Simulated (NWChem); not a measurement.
# CH₄ClFOSi; SMILES OC[Si@@H](F)Cl

```xyz
9

O      0.8005     2.2753     0.1133
C     -0.2423     1.5255    -0.5221
Si    -0.4576    -0.1427     0.3396
F     -1.8209    -0.8482    -0.1561
Cl     1.1181    -1.3993    -0.1049
H      0.4669     2.5941     0.9662
H      0.0729     1.3773    -1.5601
H     -1.1920     2.0834    -0.5582
H     -0.5114     0.0107     1.8119
```
Atoms are numbered in this order, from 1.

Computed with NWChem. Pople sets run with spherical d functions. Geometry: optimised at B3LYP/6-31G* (spherical d). Vertical excitations in the gas phase; the lowest state need not have the same character in each row.

```json
[
 {"level": "PBE/6-31+G*, TDA", "lowest excitation, singlet (eV)": "5.44", "oscillator strength of that lowest state": "0.006", "lowest state with f > 0.02, singlet (eV)": "6.12", "oscillator strength of that bright state": "0.030", "orbital gap (eV)": "5.28"},
 {"level": "B3LYP/6-31+G*, TDA", "lowest excitation, singlet (eV)": "6.00", "oscillator strength of that lowest state": "0.004", "lowest state with f > 0.02, singlet (eV)": "6.92", "oscillator strength of that bright state": "0.041", "orbital gap (eV)": "7.14"},
 {"level": "LDA (Slater exchange, VWN5)/6-31+G*, TDA", "lowest excitation, singlet (eV)": "…", "oscillator strength of that lowest state": "0.006", "lowest state with f > 0.02, singlet (eV)": "…", "oscillator strength of that bright state": "0.029", "orbital gap (eV)": "…"}
]
```

### Question
Some entries are withheld; supply them.

### Answer

- LDA (Slater exchange, VWN5)/6-31+G*, TDA, lowest excitation, singlet (eV): 5.39
- LDA (Slater exchange, VWN5)/6-31+G*, TDA, lowest state with f > 0.02, singlet (eV): 6.17
- LDA (Slater exchange, VWN5)/6-31+G*, TDA, orbital gap (eV): 5.20
